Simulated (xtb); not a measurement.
xtb job for 1,1-dichloro-3,3-difluoroprop-1-ene (C3H2Cl2F2), SMILES C(=CC(F)F)(Cl)Cl, GFN2-xTB. 

```
$ xtb mol.xyz --gfn 2 --sp --chrg 0 --uhf 0 --json
$ cat mol.xyz
9

F     -2.38756699    -1.21576844    -0.44398631
C     -1.72398061    -0.07799770    -0.12149663
F     -2.53344038     0.59019476     0.73773202
C     -0.42291391    -0.40811930     0.54206300
C      0.76725249    -0.00679016     0.10892444
Cl     1.00290262     0.95845021    -1.28829312
Cl     2.21422501    -0.42460961     0.92249651
H     -1.62132403     0.52755566    -1.03311077
H     -0.50292735    -1.01523965     1.43099707
```

Program output:

```
[banner left out]
          |                Calculation Setup                |
           -------------------------------------------------



           -------------------------------------------------
          |                 G F N 2 - x T B                 |
           -------------------------------------------------

        Reference                      10.1021/acs.jctc.8b01176
      * Hamiltonian:
        H0-scaling (s, p, d)           1.850000    2.230000    2.230000
        zeta-weighting                 0.500000
      * Dispersion:
        s8                             2.700000
        a1                             0.520000
        a2                             5.000000
        s9                             5.000000
      * Repulsion:
        kExp                           1.500000    1.000000
        rExp                           1.000000
      * Coulomb:
        alpha                          2.000000
        third order                    shell-resolved
        anisotropic                    true
        a3                             3.000000
        a5                             4.000000
        cn-shift                       1.200000
        cn-exp                         4.000000
        max-rad                        5.000000


          ...................................................
          :                      SETUP                      :
          :.................................................:
          :  # basis functions                  42          :
          :  # atomic orbitals                  40          :
          :  # shells                           18          :
          :  # electrons                        42          :
          :  max. iterations                   250          :
          :  Hamiltonian                  GFN2-xTB          :
          :  restarted?                      false          :
          :  GBSA solvation                  false          :
          :  PC potential                    false          :
          :  electronic temp.          300.0000000     K    :
          :  accuracy                    1.0000000          :
          :  -> integral cutoff          0.2500000E+02      :
          :  -> integral neglect         0.1000000E-07      :
          :  -> SCF convergence          0.1000000E-05 Eh   :
          :  -> wf. convergence          0.1000000E-03 e    :
          :  Broyden damping             0.4000000          :
          :  net charge                          0          :
          :  unpaired electrons                  0          :
          ...................................................

 iter      E             dE          RMSdq      gap      omega  full diag
   1    -26.0476009 -0.260476E+02  0.518E+00    4.80       0.0  T
   2    -26.0941112 -0.465103E-01  0.330E+00    4.16       1.0  T
   3    -26.1014789 -0.736770E-02  0.188E+00    4.40       1.0  T
   4    -26.1108786 -0.939967E-02  0.786E-01    4.26       1.0  T
   5    -26.1135163 -0.263774E-02  0.918E-02    4.26       1.0  T
   6    -26.1135208 -0.443965E-05  0.332E-02    4.26       1.0  T
   7    -26.1135226 -0.186297E-05  0.215E-02    4.26       1.6  T
   8    -26.1135236 -0.947123E-06  0.144E-02    4.26       2.3  T
   9    -26.1135242 -0.665375E-06  0.622E-03    4.26       5.4  T
  10    -26.1135243 -0.115015E-06  0.227E-03    4.26      14.7  T
  11    -26.1135244 -0.138705E-07  0.142E-03    4.26      23.5  T
  12    -26.1135244 -0.759020E-08  0.858E-04    4.26      38.8  T
  13    -26.1135244 -0.363408E-08  0.408E-04    4.26      81.6  T

   *** convergence criteria satisfied after 13 iterations ***

         #    Occupation            Energy/Eh            Energy/eV
      -------------------------------------------------------------
         1        2.0000           -1.0986271             -29.8952
       ...           ...                  ...                  ...
        15        2.0000           -0.5184580             -14.1080
        16        2.0000           -0.5136144             -13.9762
        17        2.0000           -0.4853694             -13.2076
        18        2.0000           -0.4704919             -12.8027
        19        2.0000           -0.4677389             -12.7278
        20        2.0000           -0.4601105             -12.5202
        21        2.0000           -0.4430064             -12.0548 (HOMO)
        22                         -0.2864365              -7.7943 (LUMO)
        23                         -0.2110328              -5.7425
        24                         -0.1590997              -4.3293
        25                         -0.0324127              -0.8820
        26                         -0.0288867              -0.7860
       ...                                ...                  ...
        40                          0.5435612              14.7911
      -------------------------------------------------------------
                  HL-Gap            0.1565699 Eh            4.2605 eV
             Fermi-level           -0.3647214 Eh           -9.9246 eV

 SCC (total)                   0 d,  0 h,  0 min,  0.008 sec
 SCC setup                      ...        0 min,  0.000 sec (  1.089%)
 Dispersion                     ...        0 min,  0.000 sec (  0.445%)
 classical contributions        ...        0 min,  0.000 sec (  0.222%)
 integral evaluation            ...        0 min,  0.001 sec ( 15.960%)
 iterations                     ...        0 min,  0.005 sec ( 56.922%)
 molecular gradient             ...        0 min,  0.002 sec ( 24.412%)
 printout                       ...        0 min,  0.000 sec (  0.835%)

         :::::::::::::::::::::::::::::::::::::::::::::::::::::
         ::                     SUMMARY                     ::
         :::::::::::::::::::::::::::::::::::::::::::::::::::::
         :: total energy             -25.981984719785 Eh    ::
         :: gradient norm              0.000238505835 Eh/a0 ::
         :: HOMO-LUMO gap              4.260484966860 eV    ::
         ::.................................................::
         :: SCC energy               -26.113519027975 Eh    ::
         :: -> isotropic ES            0.032669948651 Eh    ::
         :: -> anisotropic ES          0.000589317352 Eh    ::
         :: -> anisotropic XC         -0.008278542456 Eh    ::
         :: -> dispersion             -0.006779235500 Eh    ::
         :: repulsion energy           0.131534308190 Eh    ::
         :: add. restraining           0.000000000000 Eh    ::
         :: total charge               0.000000000000 e     ::
         :::::::::::::::::::::::::::::::::::::::::::::::::::::

           -------------------------------------------------
          |                Property Printout                |
           -------------------------------------------------

    * Orbital Energies and Occupations

         #    Occupation            Energy/Eh            Energy/eV
      -------------------------------------------------------------
         1        2.0000           -1.0986271             -29.8952
       ...           ...                  ...                  ...
         9        2.0000           -0.5984518             -16.2847
        10        2.0000           -0.5930176             -16.1368
        11        2.0000           -0.5656622             -15.3925
        12        2.0000           -0.5447741             -14.8241
        13        2.0000           -0.5328097             -14.4985
        14        2.0000           -0.5282635             -14.3748
        15        2.0000           -0.5184580             -14.1080
        16        2.0000           -0.5136144             -13.9762
        17        2.0000           -0.4853694             -13.2076
        18        2.0000           -0.4704919             -12.8027
        19        2.0000           -0.4677389             -12.7278
        20        2.0000           -0.4601105             -12.5202
        21        2.0000           -0.4430064             -12.0548 (HOMO)
        22                         -0.2864365              -7.7943 (LUMO)
        23                         -0.2110328              -5.7425
        24                         -0.1590997              -4.3293
        25                         -0.0324127              -0.8820
        26                         -0.0288867              -0.7860
        27                         -0.0285175              -0.7760
        28                         -0.0275954              -0.7509
        29                         -0.0262962              -0.7156
        30                         -0.0245143              -0.6671
        31                         -0.0242379              -0.6595
        32                         -0.0020908              -0.0569
       ...                                ...                  ...
        40                          0.5435612              14.7911
      -------------------------------------------------------------
                  HL-Gap            0.1565699 Eh            4.2605 eV
             Fermi-level           -0.3647214 Eh           -9.9246 eV

     #   Z          covCN         q      C6AA      α(0)
     1   9 F        0.788    -0.214    11.376     3.984
     2   6 C        3.471     0.309    17.617     6.295
     3   9 F        0.788    -0.214    11.378     3.985
     4   6 C        2.978    -0.082    30.033     8.989
     5   6 C        2.767     0.166    24.414     8.092
     6  17 Cl       1.100    -0.085   101.823    15.438
     7  17 Cl       1.112    -0.074   101.493    15.413
     8   1 H        0.923     0.077     2.015     2.220
     9   1 H        0.926     0.117     1.637     2.001

 Mol. C6AA /au·bohr⁶  :       1937.871915
 Mol. C8AA /au·bohr⁸  :      60151.421529
 Mol. α(0) /au        :         66.415991


Wiberg/Mayer (AO) data.
largest (>0.10) Wiberg bond orders for each atom

 ---------------------------------------------------------------------------
     #   Z sym  total        # sym  WBO       # sym  WBO       # sym  WBO
 ---------------------------------------------------------------------------
     1   9 F    1.052 --     2 C    0.948
     2   6 C    3.861 --     4 C    0.989     1 F    0.948     3 F    0.947
                             8 H    0.945
     3   9 F    1.052 --     2 C    0.947
     4   6 C    3.972 --     5 C    1.801     2 C    0.989     9 H    0.945
     5   6 C    3.900 --     4 C    1.801     7 Cl   1.032     6 Cl   1.024
     6  17 Cl   1.206 --     5 C    1.024
     7  17 Cl   1.210 --     5 C    1.032
     8   1 H    0.994 --     2 C    0.945
     9   1 H    0.986 --     4 C    0.945
 ---------------------------------------------------------------------------

Topologies differ in total number of bonds
Writing topology from bond orders to xtbtopo.mol

molecular dipole:
                 x           y           z       tot (Debye)
 q only:        0.468       0.025       0.005
   full:        0.760       0.137      -0.122       1.987
molecular quadrupole (traceless):
                xx          xy          yy          xz          yz          zz
 q only:       -5.723      -1.560       2.078       1.459      -1.421       3.645
  q+dip:       -5.993      -1.579       1.310       1.759      -3.507       4.683
   full:       -6.363      -1.904       1.654       2.101      -3.052       4.709


           -------------------------------------------------
          | TOTAL ENERGY              -25.981984719785 Eh   |
          | GRADIENT NORM               0.000238505835 Eh/α |
          | HOMO-LUMO GAP               4.260484966860 eV   |
           -------------------------------------------------

------------------------------------------------------------------------
Note: The following floating-point exceptions are signalling: IEEE_UNDERFLOW_FLAG IEEE_DENORMAL
normal termination of xtb
------------------------------------------------------------------------
 total:
 SCF:
```

The calculation finished and met its thresholds.
